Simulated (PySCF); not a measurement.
## Finite-field polarisability of Ne (neon, neutral)

[Ne], closed-shell 1S. Calculation: PySCF 2.14, in aug-cc-pVTZ; the non-relativistic Hamiltonian (point nucleus). Frozen: 1s2. Energy changes in a uniform field (μhartree):

| axis | F (au) | HF | MP2 | CCSD | CCSD(T) |
| --- | --- | --- | --- | --- | --- |
| x | 0.0095 | -99.011 | -109.966 | -107.918 | -109.251 |
| x | 0.019 | -396.160 | -440.027 | -431.828 | -437.169 |

(1) Derive α along x at CCSD(T) from the two fields.

(2) And the mean polarisability at each level?

CCSD(T) lies more than 5 % below the reference, which points to too few diffuse and polarisation functions.

Answers

(1) With ΔE = −αF²/2 − γF⁴/24, α = −(16 ΔE(F) − ΔE(2F))/(6F²) = 2.421 bohr³.

(2) HF 2.194, MP2 2.437, CCSD 2.391, CCSD(T) 2.421 bohr³. Reference: 2.661 bohr³ (recommended; Schwerdtfeger and Nagle, table of static dipole polarizabilities (2023 update)).
